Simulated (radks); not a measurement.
The numbers below are computed, except where a source is named.
Removal energies from the gadolinium ion Gd+, [Xe] 4f8 6s1, by Delta-SCF beside the eigenvalue of the level emptied. Code: a radial shooting solver on a logarithmic mesh with Libxc functionals. Model: scalar-relativistic Kohn-Sham, LDA (Slater exchange, Perdew-Wang correlation), spin-polarised, spherical densities, finite nucleus; Fermi nuclear charge, rms radius of each element as measured or else 0.836 A^(1/3) + 0.57 fm. Open shells are filled with parallel spins first.

| removed from | final configuration | Delta-SCF (eV) | -eigenvalue (eV) |
|---|---|---|---|
| 6s | [Xe] 4f8 | 11.855 | 9.248 |
| 4f | [Xe] 4f7 6s1 | 14.143 | 6.772 |
| 5p | [Kr] 4d10 4f8 5s2 5p5 6s1 | 35.085 | 29.519 |
| 5s | [Kr] 4d10 4f8 5s1 5p6 6s1 | 57.086 | 50.943 |
